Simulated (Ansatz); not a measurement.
Coupled-cluster diagnostics for LiAlO₂ (the lowest singlet isomer of a short search), Ansatz.

Geometry of the singlet (r2SCAN-D4/def2-TZVP):

| atom | x (Å) | y (Å) | z (Å) |
| --- | --- | --- | --- |
| Li1 | -0.302 | -1.098 | 2.183 |
| Al2 | 0.103 | 0.371 | -0.739 |
| O3 | -0.100 | -0.360 | 0.725 |
| O4 | 0.299 | 1.086 | -2.170 |

Correlated methods freeze 7 core orbitals; core or outer-core shells of Li are correlated, in sets that lack core-valence functions. The structure comes from a short search, and lower isomers may exist.

Geometry of the charge 0 triplet (r2SCAN-D4/def2-TZVP):

Cartesian coordinates in Å:
```
Li -0.142 2.208 0.029
Al 0.130 -1.031 0.536
O 0.014 0.631 0.471
O -0.002 -1.808 -1.035
```

Geometry of the charge 0 quintet (r2SCAN-D4/def2-TZVP):

Cartesian coordinates in Å:
```
Li 0.577 0.345 -1.537
Al -0.054 0.617 1.078
O 0.855 -0.479 0.045
O -1.377 -0.482 0.414
```

Problem. Estimate the CCSD(T) correlation energy, the shares of MP2 and (T), T1 and the reference's ⟨S²⟩ for: charge 0, singlet, own geometry in def2-TZVPP; charge 0, singlet, own geometry in def2-TZVPD; charge 0, triplet, own geometry in def2-TZVPP; charge 0, quintet, own geometry in def2-TZVPP; charge 1, doublet, vertical in def2-TZVPP; charge -1, doublet, vertical in def2-TZVPD; and the rough time on 2 threads of Arm Neoverse N1 on a shared host.

Solution. 
```tsv
state	basis	correlation (eV)	MP2 share (%)	(T) share (%)	T1	⟨S²⟩ (pure)	wall time	remarks
charge 0, singlet, own geometry	def2-TZVPP	-16.864	97.3	4.1	0.023	0.00 (0.00)	13 s	large T1
charge 0, singlet, own geometry	def2-TZVPD	-16.980	97.3	4.3	0.022	0.00 (0.00)	20 s	large T1
charge 0, triplet, own geometry	def2-TZVPP	-15.065	94.0	3.5	0.022	2.01 (2.00)	50 s	–
charge 0, quintet, own geometry	def2-TZVPP	-13.961	89.2	3.7	0.063	6.03 (6.00)	76 s	large T1
charge 1, doublet, vertical	def2-TZVPP	-14.820	94.5	3.4	0.019	0.76 (0.75)	51 s	–
charge -1, doublet, vertical	def2-TZVPD	-17.084	97.1	4.3	0.026	0.75 (0.75)	86 s	–
```
Customary marks for T1 are 0.02 (closed shells), 0.045 (open shells) and about 0.05 (3d metals). T1 exceeds 0.02 in 5 of 6 rows and 0.045 in 1; the higher it lies, the less the single-reference result can be trusted.
